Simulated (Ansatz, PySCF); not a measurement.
Species: CH2BCl2 (charge 0, doublet). It need not be the lowest isomer of its formula. 
Structure (B3LYP-D3(BJ)/def2-TZVP (Ansatz, an electronic-structure program) minimum search):
```
B
C 1 1.5136
H 2 1.0833 1 122.06
H 2 1.0833 3 115.89 1 180.00
Cl 1 1.7625 2 120.61 3 0.00
Cl 1 1.7625 2 120.61 3 -180.00
```
Charge 0, spin multiplicity 2.

Dipole moments at this geometry, in debye (magnitudes).

| level | program | dipole (D) |
|---|---|---|
| HF/def2-TZVPD | PySCF | 1.98 |
| SVWN5/def2-TZVPD | Ansatz | 1.74 |
| BLYP/def2-TZVPD | Ansatz | 1.71 |
| revPBE/def2-TZVPD | Ansatz | 1.73 |
| r2SCAN/def2-TZVPD | Ansatz | 1.78 |
| B3LYP/def2-TZVPD | Ansatz | 1.83 |
| TPSSh/def2-TZVPD | PySCF | 1.82 |
| r2SCANh/def2-TZVPD | Ansatz | 1.81 |
| M06-2X/def2-TZVPD | PySCF | 1.98 |
| CAM-B3LYP/def2-TZVPD | PySCF | 1.89 |
| LC-wPBE/def2-TZVPD | Ansatz | 1.94 |
| wB97M-V/def2-TZVPD | Ansatz | 1.88 |
| CCSD(T)/aug-cc-pV(D+d)Z | Ansatz | 1.77 |
